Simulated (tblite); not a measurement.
C₄H₁₀NSSi (doublet state).
Atom-mapped SMILES: `[CH3:1][SiH:2]([CH3:3])[CH2:4][C:5]([NH:6])=[S:7]` (hydrogens: H8, H9, H10 on C1; H11 on Si2; H12, H13, H14 on C3; H15, H16 on C4; H17 on N6)

Structure optimised with GFN2-xTB, isolated species. This method treats the open shell by occupation alone, without spin polarisation.

(1) What internal coordinates does the optimisation give?

Results:

(1) 
| bond | length (Å) |
| --- | --- |
| C1–Si2, Si2–C3 | 1.898 |
| Si2–C4 | 1.936 |
| C4–C5 | 1.466 |
| C5–N6 | 1.267 |
| C5=S7 | 1.741 |
| C1–H8 and 5 like bonds | 1.086 |
| Si2–H11 | 1.473 |
| C4–H15, C4–H16 | 1.088 |
| N6–H17 | 1.013 |

Bonds in one row agree within 0.01 Å and their mean is given. A selection of angles:
| angle | degrees |
| --- | --- |
| Si2–C1–H8 | 111.2 |
| H8–C1–H9 | 107.3 |
| C1–Si2–C3 | 111.4 |
| C1–Si2–C4 | 108.3 |
| C1–Si2–H11 | 111.7 |
| C3–Si2–C4 | 109.6 |
| C4–Si2–H11 | 105.0 |
| Si2–C4–C5 | 110.9 |
| Si2–C4–H15 | 109.0 |
| Si2–C4–H16 | 108.5 |
| C5–C4–H15 | 110.2 |
| H15–C4–H16 | 109.2 |
| C4–C5–N6 | 122.5 |
| C4–C5–S7 | 119.2 |
| N6–C5–S7 | 118.2 |
| C5–N6–H17 | 118.0 |

Dihedral angles: C1–Si2–C4–C5 -63° (synclinal); Si2–C4–C5–N6 89° (synclinal); H17–N6–C5–C4 -178° (antiperiplanar). The mirror-image conformer, all signs reversed, is as good.

Of the pairs four or more bonds apart, C3···S7 is among the closest relative to their van der Waals radii: 3.58 Å, 102 % of the sum of Bondi's values. Si2 (silicon bonded to 3 C and H) is distorted tetrahedral (angles from 105.0° to 111.7°). The 3 C–Si bonds span 1.897 Å (C1–Si2, drawn single) to 1.936 Å (Si2–C4, drawn single), a spread of 0.039 Å. C5 (carbon bonded to C, N and S) is planar (angles 122.5°, 119.2° and 118.2°, sum 360.0°, 0.02 Å off the plane of its three neighbours). N6 (nitrogen bonded to C and H) is bent (angle 118.0°).

Point group: C1 (no symmetry element, even within 0.4 Å). Its lowest GFN2-xTB frequency is 12 cm⁻¹, too small to tell a flat minimum from a shallow saddle. Torsions: C1–Si2–C4–C5 -63°, Si2–C4–C5–N6 89°, C4–C5–N6–H -178°.

These are computed values.
